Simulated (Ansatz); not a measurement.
Reaction (redistribution): `COB(C)O` + `O[SiH](O)[AlH2]` → `CO[B](C)[AlH2]` + `O[SiH](O)O`

Computed with Ansatz on PBE0-D4/def2-TZVP structures; ΔE is electronic, products minus reactants. CBS: MP2 limit from def2 TZ/QZ plus the TZ coupled-cluster correction, frozen cores. Functionals use def2-TZVPP. Each species was taken in one conformer, which may not be the lowest.

| level | ΔE (kJ/mol) |
| --- | --- |
| PBE0-D4 | 36.1 |
| CCSD/def2-TZVPP | 28.8 |
| SCS-MP2/def2-QZVPP | 25.7 |
| HF/CBS(def2) | 26.8 |

Question: What does CCSD(T)/CBS give? (An estimate is asked.)

Answer: The calculation gave: +27.5 kJ/mol. The listed levels differ from it by 8.6, 1.3, -1.8, -0.7 kJ/mol.

Largest T1 diagnostic among the species: 0.013.

From PBE to PBE0 (25 % exact exchange), in def2-TZVPP and without D4, ΔE moves by −3.3 kJ/mol.
